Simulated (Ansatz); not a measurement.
Coupled-cluster run, AlH₆OPSi.

```yaml
crystal:
  periodic: [false, false, false]
  atoms:
    - {symbol: Al, position_ang: [0.098451, 2.364610, -0.214023]}
    - {symbol: O, position_ang: [0.430159, 0.821743, -1.012859]}
    - {symbol: P, position_ang: [0.620908, 0.018993, 0.396419]}
    - {symbol: Si, position_ang: [-0.539170, -1.902627, 0.153059]}
    - {symbol: H, position_ang: [-1.418518, 2.748344, -0.000870]}
    - {symbol: H, position_ang: [1.321772, 3.342187, -0.008116]}
    - {symbol: H, position_ang: [1.931875, -0.527833, 0.327774]}
    - {symbol: H, position_ang: [-0.171718, -2.583009, -1.114941]}
    - {symbol: H, position_ang: [-0.205473, -2.761052, 1.319918]}
    - {symbol: H, position_ang: [-1.985085, -1.572456, 0.156641]}
basis:
  gaussian: {orbitals: def2-SVP}
correlation: {method: ccsd_t}
```

```sh
$ ansatz run in.yaml --threads 2 --pin off --events-out ev --progress --plain --max-ram 4352MiB
```

The program prints (abridged):

```
Functional definition: HF
918 factors; integrals over basis functions are off by at most 1.2e-3 eV
mean field evaluation 1: about -25837.4372 eV, gradient 3.7e1 eV
mean field evaluation 2: about -25837.4437 eV, gradient 3.7e1 eV
mean field evaluation 4: about -25840.7994 eV, gradient 3.3e0 eV
mean field evaluation 8: about -25840.8541 eV, gradient 1.4e-1 eV
mean field evaluation 16: about -25840.8445 eV, gradient 5.1e-1 eV
mean field -25840.85422911 eV, -949.6338773598 hartree, gradient 1.5e-6 eV, S^2 0.000000; 0 other end points of the search recorded, 0 dependent functions left out
16 core orbitals not correlated: weight in the atoms' cores, before any rotation towards them, 1.000 or more for the frozen orbitals, at most 0.000 for the correlated occupied ones
reference -25840.85422911 eV, -949.6338773598 hartree; 12, 12 occupied and 70, 70 virtual orbitals, 918 factors
second order -12.86239487 eV of doubles, -0.00000000 eV of singles
cycle   1  -13.73840733 eV  change   -8.8e-1 eV  update   1.1e-1
cycle   2  -14.23022713 eV  change   -4.9e-1 eV  update   3.4e-2
cycle   3  -14.35944537 eV  change   -1.3e-1 eV  update   1.8e-2
cycle   4  -14.35363278 eV  change    5.8e-3 eV  update   4.1e-3
cycle   5  -14.35278047 eV  change    8.5e-4 eV  update   1.8e-3
cycle   6  -14.35293109 eV  change   -1.5e-4 eV  update   5.9e-4
cycle   7  -14.35269608 eV  change    2.4e-4 eV  update   2.8e-4
cycle   8  -14.35270673 eV  change   -1.1e-5 eV  update   1.1e-4
cycle   9  -14.35276315 eV  change   -5.6e-5 eV  update   4.1e-5
cycle  10  -14.35275211 eV  change    1.1e-5 eV  update   1.8e-5
perturbative correction -0.39058403 eV, -0.0143536984 hartree
Total energy: -25855.59756525 eV, -950.1756849695 hartree
```

It took 4.1 s on 2 threads of an Arm Neoverse V1 on a shared host, with 0.43 GiB of host memory at the peak.

MP2 recovers 87.2 % of the CCSD(T) correlation energy and the triples give 2.6 %; T1 = 0.0140.
